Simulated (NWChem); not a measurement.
Molecule: CH$_{3}$BrOSe; SMILES [Se](OC)Br

```xyz
7

Se     0.7824     0.6400    -0.0524
Br    -0.1960    -1.5224     0.0202
O     -0.5398     1.7002     0.5799
C     -1.6154     1.9648    -0.3234
H     -2.2139     1.0461    -0.5089
H     -2.2555     2.7168     0.1804
H     -1.2596     2.3676    -1.2963
```
Atoms are numbered in this order, from 1.

Program: NWChem. All runs use the structure optimised with PBE-D3(BJ)/def2-SVP.

Question: Predict the results for PBE/def2-SVP. Quantities: highest occupied level (eV); orbital gap (eV); dipole (D).

Answer: 
| Property | Result |
|---|---|
| highest occupied level (eV) | -5.34 |
| orbital gap (eV) | 2.16 |
| dipole (D) | 1.79 |
